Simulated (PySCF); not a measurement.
Isomers of C6H10FN, one GFN2-xTB conformer each. Single-point energies are computed at PBE0/pcSseg-1 (PySCF, gas phase, no added dispersion term), electronic only.

```csv
SMILES,GFN2-xTB relative energy (kcal/mol)
C=NC[C@@H]1CC[C@@H]1F,24.6
N=C1CCC(F)CC1,0.0
F[C@@H]1CC[C@H]1N1CC1,19.8
CC[C@@H](C)[C@@H](F)C#N,22.3
C=CCN(C)/C=C/F,34.7
[H]/N=C1\CC[C@H](F)[C@@H]1C,1.7
```

Conformers: `[CH2:1]=[N:2][CH2:3][C@@H:4]1[CH2:5][CH2:6][C@@H:7]1[F:8]` with C1–N2–C3–C4 125°, N2–C3–C4–C5 41°, C3–C4–C5–C6 -103°, C4–C5–C6–C7 -13°, C5–C6–C7–F8 133°, C3–C4–C7–C6 103°; `[NH:1]=[C:2]1[CH2:3][CH2:4][CH:5]([F:6])[CH2:7][CH2:8]1` with N1–C2–C3–C4 124°, C2–C3–C4–C5 54°, C3–C4–C5–F6 66°, C4–C5–C7–C8 55°; `[F:1][C@@H:2]1[CH2:3][CH2:4][C@H:5]1[N:6]1[CH2:7][CH2:8]1` with C4–C5–N6–C7 -169°, F1–C2–C3–C4 -131°, C2–C3–C4–C5 13°, C3–C4–C5–N6 -129°, C5–N6–C7–C8 109°; `[CH3:1][CH2:2][C@@H:3]([CH3:4])[C@@H:5]([F:6])[C:7]#[N:8]` with C1–C2–C3–C4 176°, C2–C3–C5–F6 177°; `[CH2:1]=[CH:2][CH2:3][N:4]([CH3:5])/[CH:6]=[CH:7]/[F:8]` with C1–C2–C3–N4 124°, C2–C3–N4–C5 -67°, C3–N4–C6–C7 -154°; `[H]/[N:4]=[C:3]1/[C@@H:2]([CH3:1])[C@@H:7]([F:8])[CH2:6][CH2:5]1` with C1–C2–C3–N4 42°, C2–C3–C5–C6 -11°, C3–C5–C6–C7 29°, C5–C6–C7–F8 81°.

**Question.** What does PBE0/pcSseg-1 give for the same structures?

**Answer.** 
```json
{"SMILES": "N=C1CCC(F)CC1", "PBE0/pcSseg-1 E (Eh)": "-388.76756", "PBE0/pcSseg-1 (kcal/mol)": "0.0", "GFN2-xTB (kcal/mol)": "0.0", "point group": "–"}
{"SMILES": "[H]/N=C1\\CC[C@H](F)[C@@H]1C", "PBE0/pcSseg-1 E (Eh)": "-388.76278", "PBE0/pcSseg-1 (kcal/mol)": "3.0", "GFN2-xTB (kcal/mol)": "1.7", "point group": "C1"}
{"SMILES": "CC[C@@H](C)[C@@H](F)C#N", "PBE0/pcSseg-1 E (Eh)": "-388.74521", "PBE0/pcSseg-1 (kcal/mol)": "14.0", "GFN2-xTB (kcal/mol)": "22.3", "point group": "C1"}
{"SMILES": "C=NC[C@@H]1CC[C@@H]1F", "PBE0/pcSseg-1 E (Eh)": "-388.71025", "PBE0/pcSseg-1 (kcal/mol)": "36.0", "GFN2-xTB (kcal/mol)": "24.6", "point group": "C1"}
{"SMILES": "F[C@@H]1CC[C@H]1N1CC1", "PBE0/pcSseg-1 E (Eh)": "-388.69575", "PBE0/pcSseg-1 (kcal/mol)": "45.1", "GFN2-xTB (kcal/mol)": "19.8", "point group": "C1"}
{"SMILES": "C=CCN(C)/C=C/F", "PBE0/pcSseg-1 E (Eh)": "-388.69468", "PBE0/pcSseg-1 (kcal/mol)": "45.7", "GFN2-xTB (kcal/mol)": "34.7", "point group": "C1"}
```

Both levels put the same isomer lowest; measured from each level's own lowest isomer, the values differ by up to 25.3 kcal/mol (F[C@@H]1CC[C@H]1N1CC1: 19.8 against 45.1). As drawn, the lowest has a C=N bond and an N–H bond, which the highest lacks; the highest has a C=C bond outside aromatic rings, which the lowest lacks. Neighbours under 2.5 kcal/mol apart (F[C@@H]1CC[C@H]1N1CC1 and C=CCN(C)/C=C/F) can change places with a better method, another conformer or zero-point energy.

**Question.** Which frontier levels, dipoles and rotational constants go with these structures?

**Answer.** 
```csv
SMILES,"HOMO (eV, PBE0/pcSseg-1)",LUMO (eV),dipole (D),"A, B, C (MHz)"
N=C1CCC(F)CC1,-7.14,0.16,2.09,"3599, 1693, 1393"
[H]/N=C1\CC[C@H](F)[C@@H]1C,-7.21,-0.09,2.51,"2698, 2175, 1432"
CC[C@@H](C)[C@@H](F)C#N,-9.35,-0.12,3.69,"2317, 1574, 1354"
C=NC[C@@H]1CC[C@@H]1F,-7.18,-0.15,1.02,"2891, 1894, 1559"
F[C@@H]1CC[C@H]1N1CC1,-6.87,1.28,1.47,"3648, 1515, 1164"
C=CCN(C)/C=C/F,-5.62,0.06,2.82,"4228, 951.3, 878.4"
```
